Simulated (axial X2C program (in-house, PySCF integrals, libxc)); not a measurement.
What spin–orbit coupling does to LaH

All values were computed with an in-house relativistic program for diatomic molecules. Spin-free means the one-electron spin-free X2C Hamiltonian; two-component (2c) means X2C with spin–orbit coupling and atomic mean-field two-electron Coulomb and Gaunt terms, so the difference of the two also holds small scalar two-electron terms. Basis: La dyall-cv3z [13s14p9d5f2g], H dyall-v3z [6s2p1d] (cores contracted in-house); Gaussian nuclei, density fitting, unrestricted open shells. Masses: La 138.906 u, H 1.008 u.

Spin-free state: M_S = 1, Λ = 2 (beyond evenly filled blocks: σα, δ+α); fragments La + H.

| level | Re (Å) | ωe (cm⁻¹) | De (eV) | μ (D) |
| --- | --- | --- | --- | --- |
| PBE0 | 2.079 | 1376.5 | 2.770 | -3.46 |
| HF | 2.139 | 1324.4 | 2.198 | -3.52 |
| MP2 | 2.082 | 1384.5 | 2.509 | n/a |
| CCSD | 2.100 | 1346.4 | 2.651 | n/a |
| CCSD(T) | 2.098 | 1346.2 | 2.566 | n/a |
| PBE50 | 2.078 | 1391.9 | 2.795 | -3.62 |
| TPSS | 2.086 | 1367.3 | n/a | -3.48 |
| PBEsol | 2.076 | 1366.4 | 2.858 | -3.17 |

Correlated methods: 12 electrons correlated (number of frozen shells: La 4 s, 3 p, 2 d; H none), 242 virtual spin orbitals or spinors in MP2, 123 natural virtuals in coupled cluster.

Dipoles are positive if H is the positive end.

Two-component determinant lowest at the distance of the search:

Ω = 1 (⟨Sz⟩ = -1.00, ⟨Lz⟩ = 2.00 at HF); fragments La + H.

```csv
level,Re (Å),ωe (cm⁻¹),μ (D)
PBE0,2.079,1375.4,-3.46
HF,2.139,1322.9,-3.51
MP2,2.082,1383.1,n/a
CCSD,2.100,1344.8,n/a
CCSD(T),2.098,1344.5,n/a
PBE50,2.078,1390.7,-3.62
TPSS,2.086,1366.0,-3.48
PBEsol,2.076,1365.4,-3.17
```

Task: From the two tables, how do the constants change at the CCSD(T) level (2c against spin-free)?

Result: At the CCSD(T) level Re is unchanged within 0.001 Å and ωe falls by 1.7 cm⁻¹.

The state is a single determinant with fixed occupations, the lowest that a limited PBE0 search found. De is counted from the lowest determinant-based energies of the atoms at the same level, without counterpoise correction. De is not given where an atomic determinant may have missed its ground term or J level, or where the truncated virtual space spoils (T). Density functionals use the spin component along the axis (collinear). Coupled cluster ran in a truncated set of natural virtual spinors; the MP2 energy of the rest was added. (T) has no such correction and the atoms are truncated less, which lowers De at CCSD(T) by a hundredth of an eV or more. PBE0 can misorder states that lie within some tenths of an eV, so this need not be the ground state of the molecule. The nearest other spin-free determinant of the search, M_S = 0, Λ = 0, lies 0.13 eV up at the distance of the search. Without a current term, density functionals place determinants with orbital angular momentum somewhat too high. With several unpaired electrons one determinant need not be a pure state.
